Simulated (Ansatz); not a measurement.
Born–Oppenheimer molecular dynamics of CH5ClZn (8 atoms, charge 0, multiplicity 1). It starts at the highest image of a converged band. Of that band: Neighbouring images differ by up to 1.3 eV, so the band resolves the path poorly. A vibrational analysis at the climbing image gives one clearly imaginary mode, 1433i cm⁻¹: a first-order saddle point.

Level of theory: RHF/def2-SVP in Ansatz.

| Quantity | Value |
| --- | --- |
| ensemble | NVE (velocity Verlet) |
| time step | 0.5 fs |
| steps asked | 200 |
| starting velocities drawn for | 100 K |
| seed | 9793 |

First frame:

```xyz
8
Properties=species:S:1:pos:R:3
Zn 0.757 -0.209 -0.186
Cl -0.068 0.013 2.252
C -0.094 0.026 -1.970
H -0.038 -0.899 -2.549
H -1.146 0.302 -1.869
H 0.411 0.809 -2.539
H 2.057 -0.566 0.901
H 1.286 -0.356 1.673
```

(1) How far do the bonds stretch over the last three quarters of this one trajectory? (Pairs bonded in most of those frames.)

## Answers

(1) 
```csv
bond,mean (Å),spread (Å),shortest,longest
Zn1–Cl2,2.205,0.198,1.91,2.50
Zn1–C3,1.990,0.058,1.91,2.15
C3–H4,1.092,0.004,1.09,1.10
C3–H5,1.095,0.005,1.09,1.10
C3–H6,1.093,0.004,1.08,1.10
H7–H8,0.754,0.041,0.69,0.81
```

Mean temperature of the second half: 1965 K. The conserved energy stayed within 0.27 meV per atom of its start (net change -0.24 meV per atom), so the integration is sound. The kinetic energy rose, since the run started high on the potential surface and went downhill. It ends in pieces (CH3ClZn + H2), so much of that is their flight and rotation, not heat. A run of 0.1 ps of so small a system gives no equilibrium averages. The orbitals stay closed-shell, which can raise the energy where a bond breaks towards radicals; this wasn't checked here.

Run time: 5.1 min on 1 thread of Arm Neoverse V1 (shared host), peak memory 0.17 GiB.
